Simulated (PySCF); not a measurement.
B: excitation energy

B [He] 2s2 2p1 (2P) → B [He] 2s1 2p2 (4P), as a difference of total energies. Computed with PySCF 2.14 in def2-TZVPPD (6s3p3d1f, 37 functions), with no relativity, point nucleus. Correlated levels: valence: 1s2 frozen; valence and next inner shell: nothing frozen. The calculations carry no spin-orbit coupling.

```json
{"method": "UHF", "excitation energy (eV)": "2.189"}
{"method": "LDA", "excitation energy (eV)": "3.282"}
{"method": "PBE", "excitation energy (eV)": "3.271"}
{"method": "PBE0", "excitation energy (eV)": "3.218"}
{"method": "r2SCAN", "excitation energy (eV)": "2.935"}
{"method": "M06", "excitation energy (eV)": "3.528"}
{"method": "r2SCAN0", "excitation energy (eV)": "3.018"}
{"method": "LC-wPBE", "excitation energy (eV)": "3.159"}
{"method": "TPSS", "excitation energy (eV)": "3.541"}
{"method": "MP2 (valence)", "excitation energy (eV)": "3.074"}
{"method": "SCS-MP2 (valence)", "excitation energy (eV)": "3.438"}
{"method": "MP2 (valence and next inner shell)", "excitation energy (eV)": "3.071"}
{"method": "SCS-MP2 (valence and next inner shell)", "excitation energy (eV)": "3.437"}
```

Problem. How much does correlation contribute at MP2 (valence and next inner shell)?

Solution. 3.071 − (2.189) = 0.882 eV, measured against UHF.
